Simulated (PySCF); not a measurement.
**SMILES O[C@@]12CCC=C[C@@H]1C2, C7H10O**

Cartesian coordinates in Å; atom numbers follow the order of the lines, from 1:
```xyz
18

O     1.7931   -1.5135    0.6788
C     0.8128   -0.6988    0.1083
C    -0.5593   -1.1450    0.5665
C    -1.6843   -0.2303    0.0791
C    -1.3481    1.2186    0.2662
C    -0.1029    1.6735    0.2262
C     1.0449    0.7870   -0.0260
C     1.0256   -0.1179   -1.2516
H     2.6615   -1.2142    0.3891
H    -0.5393   -1.1517    1.6593
H    -0.7319   -2.1697    0.2319
H    -1.8939   -0.4233   -0.9777
H    -2.5971   -0.4697    0.6285
H    -2.1745    1.8927    0.4373
H     0.1128    2.7208    0.3832
H     2.0118    1.1832    0.2618
H     0.1912   -0.0296   -1.9273
H     1.9688   -0.3056   -1.7455
```

Computed with TDDFT BHandHLYP/def2-SVPD circular dichroism and optical rotation, one conformer, gas phase in PySCF. Geometry: GFN2-xTB.

States above about 7.5 eV (minus the energy of the highest occupied orbital) lie near or above the ionisation threshold and depend on the basis.

Draw the ECD and absorption spectra from the lowest 12 states, each a Gaussian of half-width 0.2 eV at 1/e height.


| E (eV) | λ (nm) | Δε (L mol⁻¹ cm⁻¹) | ε (L mol⁻¹ cm⁻¹) |
| --- | --- | --- | --- |
| 5.71 | 217 | +0.02 | 19.1 |
| 5.86 | 212 | +0.53 | 462 |
| 6.01 | 206 | +4.09 | 3640 |
| 6.16 | 201 | +9.30 | 9430 |
| 6.31 | 197 | -1.83 | 9000 |
| 6.46 | 192 | -27.14 | 5660 |
| 6.61 | 188 | -30.85 | 3690 |
| 6.76 | 184 | -17.61 | 1680 |
| 6.91 | 180 | -8.66 | 1140 |
| 7.06 | 176 | -6.82 | 2290 |
| 7.21 | 172 | +6.73 | 2930 |
| 7.36 | 169 | +39.06 | 3260 |
| 7.51 | 165 | +48.69 | 3810 |
| 7.66 | 162 | +13.76 | 2560 |
| 7.81 | 159 | -7.92 | 1570 |
| 7.96 | 156 | -9.52 | 2490 |
| 8.11 | 153 | -16.83 | 4040 |

Δε uses R in velocity form, ε uses f in length form. Only the states computed contribute, so the short-wavelength end is incomplete.
